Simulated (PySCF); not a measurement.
Si(CF3)(H)2(Me) (C₂H₅F₃Si), SMILES C(F)([SiH2]C)(F)F. Atoms are numbered in the order given.

```xyz
11

Si     0.7609    -1.0005     0.0000
C     -0.6280    -2.2588     0.0000
C     -0.0425     0.7592     0.0000
F      0.8699     1.7523     0.0000
F     -0.8289     0.9411    -1.0866
F     -0.8289     0.9411     1.0866
H      1.6081    -1.0798     1.2202
H      1.6081    -1.0798    -1.2202
H     -1.2603    -2.1294    -0.8922
H     -1.2603    -2.1294     0.8922
H     -0.2336    -3.2869     0.0000
```
Charge 0, spin multiplicity 1.

Geometry optimised at B3LYP-D3(BJ)/def2-SVP.

The numbers are results of HF/pcSseg-1 (PySCF), not measurements.

GIAO shieldings, no solvent; atoms alike by connectivity are averaged. δ = σ(ref) − σ: ²⁹Si against TMS (σ = 393.8 ppm); ¹³C against TMS (σ = 192.6 ppm); ¹⁹F against CFCl3 (σ = 238.5 ppm); ¹H against TMS (σ = 31.99 ppm), references at their B3LYP-D3(BJ)/def2-TZVP geometries, non-relativistic.

| nucleus | atoms | count | δ (ppm) |
|---|---|---|---|
| ²⁹Si | Si1 | 1 | -32.6 |
| ¹³C | C3 | 1 | 121.5 |
| ¹³C | C2 | 1 | -7.0 |
| ¹⁹F | F4, F5, F6 | 3 | -56.2 |
| ¹H | H7, H8 | 2 | 4.27 |
| ¹H | H9, H10, H11 | 3 | 0.84 |
